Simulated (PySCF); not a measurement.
# Electronic absorption of Cl3Si(SH)

Species: Cl3Si(SH), Cl3HSSi.
Cartesian coordinates in Å at the GFN2-xTB level; atoms count from 1:
```
atom  x, y, z in Å
S1     1.4269   -0.5368   -0.8776
Si2   -0.4697    0.0148   -0.0035
Cl3   -0.5737    2.0200    0.2166
Cl4   -1.8947   -0.6378   -1.2547
Cl5   -0.6694   -0.8394    1.8160
H6     2.1838   -0.0189    0.0816
```

Method: TDDFT B3LYP/def2-SVPD, vertical, gas phase, core orbitals frozen in the response in PySCF.

| state | E (eV) | E (hartree) | f | symmetry | main configurations (H = HOMO, L = LUMO) |
| --- | --- | --- | --- | --- | --- |
| S1 | 5.64 | 0.2072 | 0.0075 | A″ | H→L (92%) |
| S2 | 6.20 | 0.2279 | 0.0078 | A″ | H→L+1 (92%) |
| S3 | 6.83 | 0.2508 | 0.014 | A″ | H→L+2 (51%), H→L+3 (47%) |
| S4 | 6.95 | 0.2553 | 0.0081 | A″ | H→L+3 (48%), H→L+2 (48%) |
| S5 | 7.06 | 0.2595 | 0.0007 | – | H→L+4 (64%), H-1→L (32%) |
| S6 | 7.16 | 0.2631 | 0.0012 | – | H-2→L (98%) |
| S7 | 7.48 | 0.2747 | 0.173 | A′ | H-1→L (52%), H→L+4 (21%), H-3→L (16%) |
| S8 | 7.64 | 0.2807 | 0.020 | A″ | H-4→L (94%) |

Triplets, Tamm–Dancoff:

```csv
state,E (eV),λ (nm),"main configurations (H = HOMO, L = LUMO)"
T1,5.27,235.2,H→L (88%)
T2,5.82,213.1,H→L+1 (87%)
T3,6.51,190.4,"H-1→L (58%), H→L+4 (29%)"
```

The lowest singlet lies at 5.64 eV (220 nm, ultraviolet) and is weak; its leading configuration is HOMO→LUMO (92%). The most intense listed level is S7 at 7.48 eV (166 nm, f = 0.173), 1.84 eV above S1. Löwdin shares by element: HOMO sulfur 76%, chlorine 12% or more, hydrogen 6%; LUMO chlorine 38% or more, sulfur 24%, silicon 20% (atoms not listed hold the other 18%). Weighted by f, the mean energy of these states is 7.33 eV. The listed states span 2.00 eV, and the widest gap between neighbours is 0.62 eV (S2 to S3). Orbital energies (eV): HOMO-3 -9.73, HOMO-2 -9.27, HOMO-1 -9.26, HOMO -7.80, LUMO -1.07, LUMO+1 -0.43, LUMO+2 0.07. No computed singlet lies in the visible range (380 to 750 nm); the lowest, at 220 nm, stands 2.38 eV above its violet end (3.26 eV). Symmetry labels in Cs follow from the direction of the transition dipole and are given only for states with f of 0.002 or more. The window holds the lowest 8 singlets.
